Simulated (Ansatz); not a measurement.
System: SbH₂Te, charge 0, doublet. SbH2Te (SMILES [SbH][TeH], doublet).
B3LYP-D3(BJ)/def2-TZVP minimum from Ansatz (a first-principles code):
```
Te
H 1 1.6638
Sb 1 2.7582 2 91.74
H 3 1.7191 1 88.40 2 -180.00
```
Charge 0, spin multiplicity 2.

Property: atomisation energy (electronic, to ground-state atoms), in kcal/mol. Open shells are spin-unrestricted; no spin-orbit coupling. Correlated methods leave the cores frozen (noble-gas shells, and filled d and f shells in the p block). Past Kr the def2 sets carry scalar-relativistic core potentials. CBS(X,Y): correlation extrapolated as X^-3, Hartree-Fock from the larger set. A bracket is a step between two methods taken in the basis named. For partners of very few electrons the exact lower level stands in for a higher one. Spin-orbit terms, left out, reach several kcal/mol for Br and I, and more for heavier atoms.

CCSD(T)/CBS(def2-TZVPP,def2-QZVPP) + [CCSDT(Q) - CCSD(T)]/def2-TZVPP (Ansatz) gives 177.9 kcal/mol.

Task: How far off this value is PBE/def2-TZVPD (Ansatz), in which direction, and how far these levels: r2SCAN/def2-TZVPD, B3LYP/def2-TZVPD, CCSD(T)/CBS(def2-TZVPP,def2-QZVPP)?

Result: PBE gives 183.9 kcal/mol, 6.0 kcal/mol above it. Differences of the others: r2SCAN/def2-TZVPD (Ansatz) 1.8; B3LYP/def2-TZVPD (Ansatz) 3.3; CCSD(T)/CBS(def2-TZVPP,def2-QZVPP) (Ansatz) -0.5 kcal/mol.
